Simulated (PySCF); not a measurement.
# Working out the excitation energy of Mg⁺

Mg⁺ [Ne] 3s1 (2S) → Mg⁺ [Ne] 3p1 (2P). Computed with PySCF 2.14 in def2-TZVPPD (5s5p3d, 35 functions), with no relativity, point nucleus. Frozen: 1s2. Energies in hartree (1 hartree = 27.21139 eV):

| part | Mg⁺ (lower) | Mg⁺ (upper) |
| --- | --- | --- |
| UHF | -199.363696 | -199.205737 |
| MP2 opposite-spin | -0.115795 | -0.114134 |
| MP2 same-spin | -0.045365 | -0.043653 |

Question: What does Hartree-Fock give?

Answer: (-199.205737) − (-199.363696) = 0.157959 hartree = 4.298 eV.

Question: What do MP2 and SCS-MP2 (6/5 opposite-spin, 1/3 same-spin) give?

Answer: The opposite-spin parts differ by 0.045 eV and the same-spin parts by 0.047 eV. MP2: 4.298 + (0.045) + (0.047) = 4.390 eV. SCS-MP2: 4.298 + 1.2 × (0.045) + (0.047)/3 = 4.368 eV.

Measured between the centres of the two terms (NIST): 4.430 eV, so MP2 (valence and next inner shell) is off by -0.040 eV.

What remains against the reference includes basis incompleteness, the frozen core and correlation beyond second order.
